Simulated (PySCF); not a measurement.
**Structure elucidation problem**

The spectra below were simulated for a compound C$_{6}$H$_{8}$O$_{2}$Si.

$^{1}$H NMR (600 MHz, computed): δ 9.83 (t, 1H), 7.39 (d, 1H), 5.23 (m, 1H), 5.21 (t, 1H), 4.93 (m, 2H), 3.18 (d, 2H).

$^{13}$C{$^{1}$H} NMR (computed): δ 199.9, 164.3, 161.3, 100.0, 98.8, 60.1.

Theoretical values (PySCF 2.14): geometry from GFN2-xTB, shielding tensors at PBE0/pcSseg-1 (GIAO). Relativity neglected, a single conformation, no solvent, fast rotation and ring inversion assumed for equivalent nuclei.

Shifts are taken against calculated references (same method and geometry level): TMS for $^{1}$H (31.72 ppm) and $^{13}$C (186.93 ppm).

Q: Propose a structure and justify it.

A: 
- Rings plus π bonds: 4 (1 ring in the answer).
- 6 carbon signals for 6 carbons: no two carbons are equivalent.
- Carbon types of the structure: 1 × C, 4 × CH, 1 × CH2, leaving 2 H on heteroatoms.
- δC 199.9: aldehyde carbonyl carbon; low-lying n→π* states of the double bond to the heteroatom give a large paramagnetic term (-262 ppm).
- δC 164.3, 161.3: alkene carbon bearing oxygen; an sp2 carbon further deshielded by the attached heteroatom.
- δC 100.0, 98.8: β carbon of an enol-ether or enamine type C=C; the O or N lone pair pushes π density onto this β carbon and shields it.
- δC 60.1: sp3 CH2 α to a carbonyl.
- δH 9.83: hydrogen on an aldehyde carbonyl carbon; the formyl region, downfield of aromatic protons.
- δH 7.39: hydrogen on an alkene carbon bearing oxygen; olefinic region.
- δH 5.23, 5.21: hydrogen on a β carbon of an enol-ether or enamine type C=C; olefinic region.

These data were computed for `C1=C(CC=O)OC=C[SiH2]1`.

The data come from this structure; uniqueness wasn't tested.

Shifts are as computed. Against solution values, carbons near 30 ppm lie about +3 ppm off and those near 130 ppm about +5 ppm. Of 1211 compounds with measured shifts, 218 miss one by over three times the rms of a fit or turn the order of signals round; such compounds aren't used in these exercises. Multiplicities follow the n + 1 count of equivalent neighbours, as no J values were calculated; m marks all less simple cases, F and P coupling included.
